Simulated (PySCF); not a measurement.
Isomers of C6H10O2S, from PySCF 2.14.0, PBE0-D3(BJ)/def2-SVP geometry optimisation, gas phase. One conformer each, no zero-point energy, no frequencies.

Problem. Which isomer lies lowest at this level?
A. `[CH3:1][CH2:2][C@@H:3]1[CH2:4][CH:5]=[CH:6][S:7]1(=[O:8])=[O:9]` with C1–C2–C3–C4 -176°, C2–C3–C4–C5 -144°, C3–C4–C5–C6 14°, C5–C6–S7–O8 100°, C2–C3–S7–C6 145°: A = 2014, B = 1438, C = 1047 MHz, dipole 5.09 D
B. `[CH2:1]=[CH:2][CH2:3][S:4](=[O:5])(=[O:6])[CH2:7][CH:8]=[CH2:9]` with C1–C2–C3–S4 -120°, C2–C3–S4–O5 -176°, C3–S4–C7–C8 -169°, S4–C7–C8–C9 -111°: A = 2243, B = 918.7, C = 787.5 MHz, dipole 4.29 D
C. `[CH3:1][C@H:2]1[CH2:3][CH:4]=[CH:5][S:6](=[O:7])(=[O:8])[CH2:9]1` with C1–C2–C3–C4 172°, C2–C3–C4–C5 -13°, C4–C5–S6–O7 -132°, C5–S6–C9–C2 49°: A = 2342, B = 1180, C = 960.3 MHz, dipole 5.56 D
D. `O=S1(=O)[C@H]2CC[C@@H]1CC2`: A = 2125, B = 1708, C = 1396 MHz, dipole 4.94 D

Solution. D. That is `O=S1(=O)[C@H]2CC[C@@H]1CC2`, 16.1 kcal/mol below the next.

| SMILES | mapped SMILES | E (Eh) | relative (kcal/mol) | relative (kJ/mol) | dipole (D) |
| --- | --- | --- | --- | --- | --- |
| O=S1(=O)[C@H]2CC[C@@H]1CC2 | [O:1]=[S:2]1(=[O:3])[C@H:4]2[CH2:5][CH2:6][C@@H:7]1[CH2:8][CH2:9]2 | -782.27663 | 0.0 | 0.0 | 4.94 |
| C[C@H]1CC=CS(=O)(=O)C1 | [CH3:1][C@H:2]1[CH2:3][CH:4]=[CH:5][S:6](=[O:7])(=[O:8])[CH2:9]1 | -782.25103 | 16.1 | 67.2 | 5.56 |
| CC[C@@H]1CC=CS1(=O)=O | [CH3:1][CH2:2][C@@H:3]1[CH2:4][CH:5]=[CH:6][S:7]1(=[O:8])=[O:9] | -782.24952 | 17.0 | 71.2 | 5.09 |
| C=CCS(=O)(=O)CC=C | [CH2:1]=[CH:2][CH2:3][S:4](=[O:5])(=[O:6])[CH2:7][CH:8]=[CH2:9] | -782.20888 | 42.5 | 177.9 | 4.29 |

As drawn, the highest has a C=C bond outside aromatic rings, which the lowest lacks.
